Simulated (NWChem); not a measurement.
Atomisation of trimethylarsine (C3H9As)

```
As
C 1 1.9886
H 2 1.1082 1 109.34
H 2 1.1082 3 108.12 1 -118.94
H 2 1.1090 3 109.12 4 -118.54
C 1 1.9886 2 96.80 3 169.71
H 6 1.1082 1 109.34 2 -169.71
H 6 1.1082 7 108.12 1 118.94
H 6 1.1090 7 109.12 8 118.54
C 1 1.9887 2 96.85 3 71.93
H 10 1.1082 1 109.32 2 169.78
H 10 1.1082 11 108.12 1 -118.91
H 10 1.1091 11 109.10 12 -118.53
```
Charge 0, spin multiplicity 1.

The numbers come from NWChem runs, not from measurements. The geometry was optimised at PBE/def2-SVP, held to Cs symmetry and with no frequency check, so it may be a saddle point.

Basis set: def2-TZVP. The atomisation energy is electronic alone: no zero-point, thermal, spin-orbit or counterpoise terms. No value is extrapolated to the basis-set limit. Free atoms are single determinants with multiplicities C 3, As 4, H 2. Correlated methods freeze the same cores in atoms and molecule, 12 orbitals in all.

The cost column gives rough processor time relative to BHandHLYP; each entry includes its own SCF. Costs are the molecule's.

The Hamiltonian is non-relativistic. B3LYP has NWChem's definition, with VWN1-RPA local correlation. No SCF solution was tested for a lower state. Open-shell Hartree-Fock references start from PBE0 orbitals; any time given for them includes that run.

```csv
method,atomisation energy (kcal/mol),relative cost
BHandHLYP,1083.7,1
LDA (SVWN5),?,under 3
B3LYP,1106.7,under 3
PBE,1122.9,under 3
BLYP,1098.4,under 3
BP86,?,under 3
PBE0,1110.3,under 3
HF,?,under 3
MP2,?,5
```

Task: Some entries are withheld; supply them.

Result: 
- LDA (SVWN5), atomisation energy (kcal/mol): 1257.4
- BP86, atomisation energy (kcal/mol): 1139.9
- HF, atomisation energy (kcal/mol): 824.9
- MP2, atomisation energy (kcal/mol): 1075.4
